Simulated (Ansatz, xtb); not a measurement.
Relaxing a trial structure of FGaHNO

The starting geometry of this gas-phase singlet has its atoms placed at random.

```yaml
atoms:
  - { symbol: F, position_ang: [-1.3114, -0.8390, 0.9802] }
  - { symbol: Ga, position_ang: [-0.9702, 0.9947, 0.2265] }
  - { symbol: N, position_ang: [0.6419, -0.1267, 1.7471] }
  - { symbol: O, position_ang: [0.2755, 0.6692, -0.9920] }
  - { symbol: H, position_ang: [1.1105, 0.4434, 0.1791] }
```

Task: Guess where an optimisation with r2SCAN-D4/def2-SVP ends from this start.

Result: It ends as a structure given below by its coordinates. Contacts that close: Ga2–N3 (2.48 → 1.77 Å), O4–H5 (1.46 → 0.97 Å).

The energy falls by 5.14 eV over 18 steps:

```tsv
step	E − E(last) (eV)
1	5.137
3	3.426
5	2.785
7	1.598
9	0.800
10	0.521
12	0.096
14	0.001
16	0.000
18	0.000
```

Final geometry (Å):

```xyz
5

F    -1.2463   -0.9998    1.3373
Ga    0.0139    0.5787    0.7225
N    -0.6002    0.1012    2.3167
O     0.3802    0.9329   -0.9565
H     1.1987    0.5286   -1.2790
```

From the same start GFN2-xTB reaches the same bonding as this run.

From so rough a start the end depends on the optimiser's path, so another program may land elsewhere. No frequencies were run, so the end isn't proven a minimum. Run with Ansatz 0.2.0, 120 s on 1 thread of AMD EPYC (Zen 3) (shared host).
